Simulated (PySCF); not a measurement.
[Dy(H2O)3]2+: from a saddle point downhill

PySCF 2.14.0, RKS PBE0, Dy lcecp-0-SVP with ECP56, O def2-SVP, H def2-SVP; non-relativistic Hamiltonian with scalar-relativistic core potentials where named; density fitting; no spin-orbit coupling. Relaxed within the symmetry of its start, the geometry (D3h) is

```xyz
10

Dy    0.0000    0.0000    0.0000
O     2.4531    0.0000    0.0000
H     3.0553    0.0000    0.7640
H     3.0553    0.0000   -0.7640
O    -1.2265    2.1245    0.0000
H    -1.5276    2.6460    0.7640
H    -1.5276    2.6460   -0.7640
O    -1.2266   -2.1244    0.0000
H    -1.5277   -2.6459    0.7640
H    -1.5277   -2.6459   -0.7640
```

and its lowest harmonic modes are -123, -97, -97, -14, 22, 22 cm⁻¹ (negative: unstable). It was moved along the lowest mode and relaxed again, within the group D3 that the move left.

Problem. Where does it end, and how much lower?

Solution. In D3, 0.034 eV lower, after 19 steps:
```xyz
10

Dy    0.0000    0.0000    0.0000
O     2.4480    0.0000    0.0000
H     3.0494   -0.6052    0.4676
H     3.0494    0.6051   -0.4676
O    -1.2240    2.1200    0.0000
H    -1.0006    2.9434    0.4676
H    -2.0487    2.3383   -0.4676
O    -1.2240   -2.1200    0.0000
H    -2.0488   -2.3383    0.4676
H    -1.0007   -2.9434   -0.4676
```

Problem. How do the contacts change?

Solution. 
| contact | saddle (Å) | end (Å) |
| --- | --- | --- |
| Dy1–O2 (H2O) | 2.453 | 2.448 |
| Dy1–O5 (H2O) | 2.453 | 2.448 |
| Dy1–O8 (H2O) | 2.453 | 2.448 |


Problem. Is the end a minimum?

Solution. Yes, as far as the noise of the softest modes lets one tell (those above −25 cm⁻¹ count as noise); lowest modes -20, -18, -18, 27, 27, 111 cm⁻¹.

An lcecp potential fixes the number of 4f electrons, so in runs with it no electron can move into or out of that shell; real Dy(II) is rare or takes another configuration.

State: singlet in the valence, with the 4f electrons in the core potential.
